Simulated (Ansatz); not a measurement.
One group Y is varied and pulled off as a radical: Y-Sn(OH)3. Isolated molecules, 0 K electronic values unless said otherwise. Each species was relaxed from one start; no search for lower structures was made at this level. In the def2 sets, heavy atoms carry core potentials. Strings in code marks are SMILES.

Computed with Ansatz (a quantum-chemistry and plane-wave program) with PBE-D3(BJ)/def2-TZVP // PBE0-D3(BJ)/def2-SVP. 

A: Y = isopropyl (`C[CH](C)[Sn]([OH])([OH])[OH]`)
B: Y = but-3-enyl (`C(=C)C[CH2][Sn]([OH])([OH])[OH]`)
C: Y = cyclopentyl
D: Y = ethyl (`[CH2](C)[Sn]([OH])([OH])[OH]`)
E: Y = benzyl
F: Y = tert-butyl

Task: Which member has the highest HOMO?

Result: E (-6.10 eV); next is F (-6.32 eV).
